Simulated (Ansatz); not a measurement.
Compare A (`[CH3][GeH]([F])[SH]`) with its isomer B (`F[CH2][GeH2][SH]`).

Isolated molecules relaxed with PBE0-D4/def2-TZVP in Ansatz; ΔE leaves out vibrations. CBS: MP2 limit from def2 TZ/QZ plus the TZ coupled-cluster correction, frozen cores. Functionals use def2-TZVPP. B3LYP here is the variant with VWN-RPA as its local correlation; programs differ in this. For Ge outer-core shells are correlated without core-valence functions, which leaves a few kJ/mol of doubt a bond. Scalar relativity is left out up to krypton. One conformer a species, not always the lowest.

A:

```xyz
9

C     0.140    1.208    0.128
Ge    0.389   -0.639   -0.392
F     1.547   -1.287    0.743
S    -1.466   -1.828   -0.261
H    -0.575    1.692   -0.538
H    -0.237    1.250    1.150
H     1.095    1.733    0.080
H     0.982   -0.892   -1.784
H    -1.875   -1.237    0.874
```

B:

```xyz
9

F     1.209    0.518    1.394
C     0.315   -0.492    1.072
Ge   -0.205   -0.322   -0.824
S    -1.186    1.648   -1.118
H    -0.561   -0.397    1.718
H     0.799   -1.455    1.264
H    -1.259   -1.378   -1.190
H     1.040   -0.453   -1.716
H    -0.151    2.330   -0.598
```

Question: Which isomer does CCSD(T)/CBS put lower? Give the gap. (Estimate.)

Answer: The calculation gave: A, by 188.6 kJ/mol.

Question: Give E(B) − E(A) in kJ/mol with ωB97M-V, CCSD(T)/def2-TZVPP, HF/def2-TZVPP, CCSD/def2-TZVPP, B3LYP-D4, PBE0-D4, r2SCAN-D4. (An estimate is asked.)

Answer: Ansatz gave: ωB97M-V 183.7, CCSD(T)/def2-TZVPP 186.7, HF/def2-TZVPP 187.2, CCSD/def2-TZVPP 186.5, B3LYP-D4 180.6, PBE0-D4 179.6, r2SCAN-D4 186.1. None reverses the order clearly.

Largest T1 diagnostic: 0.011.

From PBE to PBE0 (25 % exact exchange), in def2-TZVPP and without D4, E(B) − E(A) moves by +3.8 kJ/mol.
